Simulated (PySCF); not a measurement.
GaH7OSi2. Atoms are numbered in the order given.

```xyz
11

Ga    -0.2593    -0.0016     0.0000
O     -2.0596    -0.1213     0.0000
H     -2.5442     0.7144     0.0000
Si     0.7593    -2.1974     0.0000
H      1.6308    -2.3589    -1.2050
H      1.6308    -2.3589     1.2050
H     -0.2615    -3.2853     0.0000
Si     0.7489     2.2138     0.0000
H      1.6128     2.3913     1.2076
H      1.6128     2.3913    -1.2076
H     -0.2805     3.2986     0.0000
```

Geometry: B3LYP-D3(BJ)/def2-SVP. The structure was generated by enumeration; whether it is a known compound was not checked. Other conformers were not sampled.

All values below come from PySCF with IEF-PCM-B3LYP/def2-SVP.

The values are the electrostatic part of the solvation free energy, E(continuum) − E(gas) at the gas-phase geometry, in a cavity of scaled van der Waals radii (PySCF's table); cavitation and dispersion terms are not included. A continuum can't describe solvent molecules that bind to the metal. In vacuum the orbital gap is 5.06 eV. The dipole moment in vacuum is 1.27 D.

Computed values in water (ε = 78.36), 1-octanol (ε = 9.86), N,N-dimethylformamide (ε = 37.22):
```json
[
 {"solvent": "water", "ε": "78.36", "ΔG(elec) (kcal/mol)": "-5.6", "dipole (D)": "1.74", "gap (eV)": "5.24"},
 {"solvent": "1-octanol", "ε": "9.86", "ΔG(elec) (kcal/mol)": "-4.7", "dipole (D)": "1.66", "gap (eV)": "5.21"},
 {"solvent": "N,N-dimethylformamide", "ε": "37.22", "ΔG(elec) (kcal/mol)": "-5.4", "dipole (D)": "1.72", "gap (eV)": "5.24"}
]
```
